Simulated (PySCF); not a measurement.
Input for PySCF: R-MP2/6-31G* on CH4 (SMILES C) with ghost functions.

```python
from pyscf import gto, scf, dft, mp
from pyscf.data.elements import chemcore

mol = gto.M(
    atom='''
    C     0.08600622    0.02345544   -0.02055014
    H     1.15752366   -0.17339939    0.00099563
    H    -0.19272529    0.62391864    0.84378367
    H    -0.16274502    0.56100141   -0.93448626
    H    -0.45702659   -0.92108159    0.00033043
    ghost-C    0.80765029   -0.84884394    3.45746321
    ghost-Cl   -0.09440026    0.64005211    3.89387009
    ghost-H    1.72305566   -0.55690838    2.95217775
    ghost-H    1.02999050   -1.39177102    4.37103409
    ghost-H    0.18402824   -1.44444949    2.79830961
    ''',
    basis='6-31g*',
    cart=True,
    charge=0, spin=0, verbose=3, max_memory=1800)
mf = scf.RHF(mol)
mf.conv_tol = 1e-8
mf.max_cycle = 100
mf.kernel()
if not mf.converged:
    mf = mf.newton().run(mf.mo_coeff, mf.mo_occ)
pt = mp.MP2(mf, frozen=chemcore(mol)).run()
```

It printed:

```
converged SCF energy = -40.1951902558235
E(RMP2) = -40.3328629790794  E_corr = -0.13767272325594
E(SCS-RMP2) = -40.336880557787  E_corr = -0.141690301963536
```

Self-consistency was reached.

Cost: very roughly 0.3 core-seconds.
